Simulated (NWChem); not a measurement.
All runs are NWChem calculations. System: H5BOSi, charge 1, spin multiplicity 2, at the geometry of a parent with another charge or spin, in a state set for the comparison that need not be this species' ground state. Its SCF solution wasn't tested for a lower state. Level: UHF/def2-SVPD.

The NWChem input:

```
start mol
memory heap 200 mb stack 900 mb global 1100 mb
charge 1
geometry units angstroms nocenter noautoz
  B      0.506359    -1.720338     0.000000
  H      1.709769    -1.539581     0.000000
  H      0.029224    -2.833423     0.000000
  O     -0.337141    -0.670636     0.000000
  Si    -0.101946     0.995584     0.000000
  H     -0.752137     1.547821    -1.219550
  H      1.357857     1.305973     0.000000
  H     -0.752137     1.547821     1.219550
  symmetry group Cs
end
basis spherical
  * library def2-svpd
end
scf
  uhf
  nopen 1
  maxiter 100
  thresh 1e-7
  semidirect memsize 60000000 filesize 0
  # guess.movecs holds the orbitals of an unrestricted PBE0 run
  vectors input guess.movecs output mol.movecs
end
task scf energy
```

Part of the output:

```
             Northwest Computational Chemistry Package (NWChem) 7.3.0
             --------------------------------------------------------

                                NWChem Input Module
                                -------------------

 Scaling coordinates for geometry "geometry" by  1.889725989
 (inverse scale =  0.529177249)

 Turning off AUTOSYM since
 SYMMETRY directive was detected!

                             Geometry "geometry" -> ""
                             -------------------------

 Output coordinates in angstroms (scale by  1.889725989 to convert to a.u.)

  No.       Tag          Charge          X              Y              Z
 ---- ---------------- ---------- -------------- -------------- --------------
    1 B                    5.0000     0.50635900    -1.72033800     0.00000000
    2 H                    1.0000     1.70976900    -1.53958100     0.00000000
    3 H                    1.0000     0.02922400    -2.83342300     0.00000000
    4 O                    8.0000    -0.33714100    -0.67063600     0.00000000
    5 Si                  14.0000    -0.10194600     0.99558400     0.00000000
    6 H                    1.0000    -0.75213700     1.54782100    -1.21955000
    7 H                    1.0000     1.35785700     1.30597300     0.00000000
    8 H                    1.0000    -0.75213700     1.54782100     1.21955000

 Effective nuclear repulsion energy (a.u.)     100.5579877546

            Nuclear Dipole moment (a.u.)
            ----------------------------
        X                 Y               Z
 ---------------- ---------------- ----------------
    -0.0000018897     0.0000170075     0.0000000000

      Symmetry information
      --------------------

 Group name             Cs
 Group number              2
 Group order               2
 No. of unique centers     7

      Symmetry unique atoms

     1    2    3    4    5    6    7


 Summary of "ao basis" -> "" (spherical)
 ------------------------------------------------------------------------------
       Tag                 Description            Shells   Functions and Types
 ---------------- ------------------------------  ------  ---------------------
 *                         def2-svpd                  on all atoms

 Summary of "ao basis" -> "ao basis" (spherical)
 ------------------------------------------------------------------------------
       Tag                 Description            Shells   Functions and Types
 ---------------- ------------------------------  ------  ---------------------
 B                         def2-svpd                 8       20   4s2p2d
 H                         def2-svpd                 4        8   2s2p
 O                         def2-svpd                 9       23   4s3p2d
 Si                        def2-svpd                10       24   5s3p2d

                                 NWChem SCF Module
                                 -----------------

  ao basis        = "ao basis"
  functions       =   107
  atoms           =     8
  alpha electrons =    16
  beta  electrons =    15
  charge          =   1.00
  wavefunction    = UHF
  use symmetry    = T
  symmetry adapt  = T

 Summary of "ao basis" -> "ao basis" (spherical)
 ------------------------------------------------------------------------------
       Tag                 Description            Shells   Functions and Types
 ---------------- ------------------------------  ------  ---------------------
 B                         def2-svpd                 8       20   4s2p2d
 H                         def2-svpd                 4        8   2s2p
 O                         def2-svpd                 9       23   4s3p2d
 Si                        def2-svpd                10       24   5s3p2d

      Symmetry analysis of basis
      --------------------------

        a'         73
        a"         34

 Forming initial guess at       0.1s

   Symmetry analysis of molecular orbitals - initial alpha
   -------------------------------------------------------

  Numbering of irreducible representations:

     1 a'          2 a"

  Orbital symmetries:

     1 a'          2 a'          3 a'          4 a'          5 a'
     6 a'          7 a"          8 a'          9 a'         10 a'
    11 a'         12 a'         13 a"         14 a'         15 a'
    16 a"         17 a"         18 a'         19 a"         20 a'
    21 a'         22 a'         23 a'         24 a'         25 a'
    26 a"

   Symmetry analysis of molecular orbitals - initial beta
   ------------------------------------------------------

  Numbering of irreducible representations:

     1 a'          2 a"

  Orbital symmetries:

     1 a'          2 a'          3 a'          4 a'          5 a'
     6 a'          7 a"          8 a'          9 a'         10 a'
    11 a"         12 a'         13 a'         14 a'         15 a"
    16 a'         17 a"         18 a'         19 a"         20 a'
    21 a'         22 a'         23 a'         24 a'         25 a'
    26 a"

 Starting SCF solution at       0.1s

 ----------------------------------------------
         Quadratically convergent UHF

 Convergence threshold     :          1.000E-07
 Maximum no. of iterations :          100
 Integral*density screening:          1.000E-09
 ----------------------------------------------

              iter       energy          gnorm     gmax       time
             ----- ------------------- --------- --------- --------
                 1     -390.8736749151  3.96D-01  5.04D-02      1.5
                 2     -390.8989452003  1.13D-01  4.90D-02      2.0
                 3     -390.9056495471  2.14D-02  3.88D-03      2.7
[...]
   Bfn.  Coefficient  Atom+Function         Bfn.  Coefficient  Atom+Function
  ----- ------------  ---------------      ----- ------------  ---------------
    92      0.367873  7 H  s                 68      0.292774  5 Si px
    71      0.257977  5 Si px                84     -0.196345  6 H  s
   100     -0.196345  8 H  s                 93      0.185527  7 H  s
    65     -0.164515  5 Si px

 Vector   16  Occ=1.000000D+00  E=-6.785262D-01  Symmetry=a"
              MO Center= -5.4D-01,  1.3D+00, -3.4D-14, r^2= 2.1D+00
   Bfn.  Coefficient  Atom+Function         Bfn.  Coefficient  Atom+Function
  ----- ------------  ---------------      ----- ------------  ---------------
    84     -0.317756  6 H  s                100      0.317756  8 H  s
    70      0.306868  5 Si pz                73      0.274368  5 Si pz
    67     -0.168623  5 Si pz

 Vector   17  Occ=0.000000D+00  E=-1.283642D-01  Symmetry=a"
              MO Center=  6.6D-01, -1.8D+00,  1.7D-14, r^2= 3.1D+00
   Bfn.  Coefficient  Atom+Function         Bfn.  Coefficient  Atom+Function
  ----- ------------  ---------------      ----- ------------  ---------------
    49      0.520947  4 O  pz                 7     -0.433080  1 B  pz
    10      0.307900  1 B  pz                73     -0.271283  5 Si pz
    82     -0.254749  5 Si d  1              85     -0.196365  6 H  s
   101      0.196365  8 H  s                 46     -0.191160  4 O  pz
    43     -0.186712  4 O  pz                17     -0.179101  1 B  d -1

 Vector   18  Occ=0.000000D+00  E=-9.071546D-02  Symmetry=a'
              MO Center= -7.1D-02, -1.9D-01, -2.0D-13, r^2= 8.1D+00
   Bfn.  Coefficient  Atom+Function         Bfn.  Coefficient  Atom+Function
  ----- ------------  ---------------      ----- ------------  ---------------
     4      1.712797  1 B  s                  3     -0.904448  1 B  s
     9      0.839994  1 B  py                30      0.612479  3 H  s
    47     -0.572750  4 O  px                63     -0.543340  5 Si s
    48      0.486056  4 O  py                40     -0.346557  4 O  s
    16      0.262726  1 B  d -2              81      0.243442  5 Si d  0

 Vector   19  Occ=0.000000D+00  E=-5.962319D-02  Symmetry=a'
              MO Center=  6.4D-01,  4.8D-01,  2.1D-14, r^2= 1.3D+01
   Bfn.  Coefficient  Atom+Function         Bfn.  Coefficient  Atom+Function
  ----- ------------  ---------------      ----- ------------  ---------------
    40      3.208381  4 O  s                 63      3.084612  5 Si s
    64     -2.632366  5 Si s                  4     -2.111549  1 B  s
     8      1.187083  1 B  px                22     -0.639706  2 H  s
    48     -0.624606  4 O  py                72      0.516854  5 Si py
    93     -0.464988  7 H  s                 85     -0.440432  6 H  s

                     UHF Final Beta Molecular Orbital Analysis
                     -----------------------------------------

 Vector   13  Occ=1.000000D+00  E=-7.725777D-01  Symmetry=a'
              MO Center=  1.7D-01, -1.2D+00,  1.1D-13, r^2= 2.9D+00
   Bfn.  Coefficient  Atom+Function         Bfn.  Coefficient  Atom+Function
  ----- ------------  ---------------      ----- ------------  ---------------
     6      0.304736  1 B  py                29      0.254431  3 H  s
     5      0.243231  1 B  px                41     -0.213038  4 O  px
    21     -0.164753  2 H  s                 44     -0.161870  4 O  px

 Vector   14  Occ=1.000000D+00  E=-6.776946D-01  Symmetry=a'
              MO Center=  4.2D-01,  7.1D-01,  1.5D-14, r^2= 3.4D+00
   Bfn.  Coefficient  Atom+Function         Bfn.  Coefficient  Atom+Function
  ----- ------------  ---------------      ----- ------------  ---------------
    92      0.325988  7 H  s                 68      0.282285  5 Si px
    71      0.271803  5 Si px                84     -0.173646  6 H  s
   100     -0.173646  8 H  s                 65     -0.156445  5 Si px
     6      0.154800  1 B  py

 Vector   15  Occ=1.000000D+00  E=-6.769514D-01  Symmetry=a"
              MO Center= -5.4D-01,  1.3D+00, -2.4D-13, r^2= 2.2D+00
   Bfn.  Coefficient  Atom+Function         Bfn.  Coefficient  Atom+Function
  ----- ------------  ---------------      ----- ------------  ---------------
    84     -0.317339  6 H  s                100      0.317339  8 H  s
    70      0.302695  5 Si pz                73      0.272124  5 Si pz
    67     -0.166163  5 Si pz

 Vector   16  Occ=0.000000D+00  E=-3.177994D-01  Symmetry=a'
              MO Center=  8.5D-02, -8.9D-01, -1.5D-13, r^2= 2.5D+00
   Bfn.  Coefficient  Atom+Function         Bfn.  Coefficient  Atom+Function
  ----- ------------  ---------------      ----- ------------  ---------------
    41     -0.398773  4 O  px                40      0.394466  4 O  s
    44     -0.370839  4 O  px                30     -0.209437  3 H  s
    21      0.204816  2 H  s                 63     -0.197883  5 Si s
    22      0.193001  2 H  s                 29     -0.178458  3 H  s
     5     -0.159918  1 B  px                42     -0.153923  4 O  py

 Vector   17  Occ=0.000000D+00  E=-1.289027D-01  Symmetry=a"
              MO Center=  6.4D-01, -1.7D+00,  9.5D-12, r^2= 3.1D+00
   Bfn.  Coefficient  Atom+Function         Bfn.  Coefficient  Atom+Function
  ----- ------------  ---------------      ----- ------------  ---------------
    49      0.491997  4 O  pz                 7     -0.440717  1 B  pz
    10      0.331580  1 B  pz                73     -0.266628  5 Si pz
    82     -0.248064  5 Si d  1              46     -0.208396  4 O  pz
    85     -0.200230  6 H  s                101      0.200230  8 H  s
    43     -0.198084  4 O  pz                17     -0.179402  1 B  d -1

 Vector   18  Occ=0.000000D+00  E=-8.899325D-02  Symmetry=a'
              MO Center= -8.9D-02, -2.8D-01, -5.2D-12, r^2= 8.4D+00
   Bfn.  Coefficient  Atom+Function         Bfn.  Coefficient  Atom+Function
  ----- ------------  ---------------      ----- ------------  ---------------
     4      1.801397  1 B  s                  3     -0.944961  1 B  s
     9      0.890893  1 B  py                30      0.640073  3 H  s
    63     -0.623350  5 Si s                 47     -0.608068  4 O  px
    48      0.489737  4 O  py                40     -0.481857  4 O  s
    16      0.272629  1 B  d -2              35      0.245946  3 H  py

 center of mass
 --------------
 x =  -0.03353052 y =  -0.05617763 z =   0.00000000

 moments of inertia (a.u.)
 ------------------
         312.395235398592          43.355638910507           0.000000000000
          43.355638910507          49.481015661233           0.000000000000
           0.000000000000           0.000000000000         340.465001612453

  Mulliken analysis of the total density
  --------------------------------------

    Atom       Charge   Shell Charges
 -----------   ------   -------------------------------------------------------
    1 B    5     4.46   1.99  0.84 -0.02 -0.05  1.41  0.22  0.09 -0.02
    2 H    1     0.86   0.69  0.15  0.02  0.00
    3 H    1     0.83   0.70  0.11  0.02  0.00
    4 O    8     8.65   1.99  1.10  0.67  0.22  2.81  1.67  0.12  0.01  0.06
    5 Si  14    13.16   2.00  1.99  0.95 -0.03  0.03  5.94  1.15  0.85  0.25  0.03
    6 H    1     1.02   0.72  0.28  0.01  0.00
    7 H    1     1.00   0.71  0.28  0.01  0.00
    8 H    1     1.02   0.72  0.28  0.01  0.00

  Mulliken analysis of the alpha density
  --------------------------------------

    Atom       Charge   Shell Charges
 -----------   ------   -------------------------------------------------------
    1 B    5     2.12   0.99  0.40 -0.04 -0.03  0.68  0.07  0.06 -0.02
    2 H    1     0.54   0.42  0.11  0.01  0.00
    3 H    1     0.50   0.40  0.09  0.01 -0.00
    4 O    8     4.74   1.00  0.57  0.33  0.10  1.69  0.94  0.08  0.00  0.02
    5 Si  14     6.54   1.00  0.99  0.47 -0.03  0.01  2.97  0.57  0.41  0.13  0.02
    6 H    1     0.51   0.36  0.14  0.01  0.00
    7 H    1     0.55   0.38  0.16  0.01  0.00
    8 H    1     0.51   0.36  0.14  0.01  0.00

   Mulliken analysis of the beta density
   -------------------------------------

    Atom       Charge   Shell Charges
 -----------   ------   -------------------------------------------------------
    1 B    5     2.34   0.99  0.44  0.02 -0.02  0.73  0.15  0.04 -0.00
    2 H    1     0.32   0.27  0.04  0.01  0.00
    3 H    1     0.33   0.30  0.03  0.01  0.00
    4 O    8     3.91   1.00  0.52  0.34  0.12  1.12  0.73  0.04  0.01  0.04
    5 Si  14     6.62   1.00  1.00  0.48 -0.00  0.01  2.97  0.58  0.45  0.12  0.02
    6 H    1     0.51   0.36  0.14  0.01 -0.00
    7 H    1     0.45   0.33  0.12  0.01 -0.00
    8 H    1     0.51   0.36  0.14  0.01 -0.00

   Mulliken analysis of the spin density
   -------------------------------------

    Atom       Charge   Shell Charges
 -----------   ------   -------------------------------------------------------
    1 B    5    -0.23  -0.00 -0.04 -0.06 -0.00 -0.05 -0.08  0.02 -0.01
    2 H    1     0.22   0.15  0.07 -0.00  0.00
    3 H    1     0.16   0.11  0.06  0.00 -0.00
    4 O    8     0.83  -0.00  0.05 -0.01 -0.02  0.57  0.21  0.04 -0.00 -0.02
    5 Si  14    -0.08  -0.00 -0.00 -0.01 -0.03 -0.00 -0.00 -0.01 -0.04  0.01 -0.00
    6 H    1    -0.00  -0.00 -0.00  0.00  0.00
    7 H    1     0.09   0.05  0.04  0.00  0.00
    8 H    1    -0.00  -0.00 -0.00  0.00  0.00

       Multipole analysis of the density wrt the origin
       ------------------------------------------------

     L   x y z        total         alpha         beta         nuclear
     -   - - -        -----         -----         ----         -------
     0   0 0 0      1.000000    -16.000000    -15.000000     32.000000

     1   1 0 0      0.473571      0.223414      0.250158     -0.000002
     1   0 1 0     -0.927887      0.424756     -1.352660      0.000017
     1   0 0 1     -0.000000      0.000000     -0.000000      0.000000

     2   2 0 0    -16.354555    -24.601030    -21.165423     29.411897
     2   1 1 0     -1.534721     12.150199     12.161899    -25.846819
     2   1 0 1     -0.000000      0.000000     -0.000000      0.000000
     2   0 2 0     -9.384496    -95.696102    -89.270916    175.582522
     2   0 1 1     -0.000000     -0.000000      0.000000      0.000000
     2   0 0 2    -17.778414    -14.256657    -14.144260     10.622504

 Task  times  cpu:        6.6s     wall:        6.6s

 Total times  cpu:        6.6s     wall:        6.6s
```
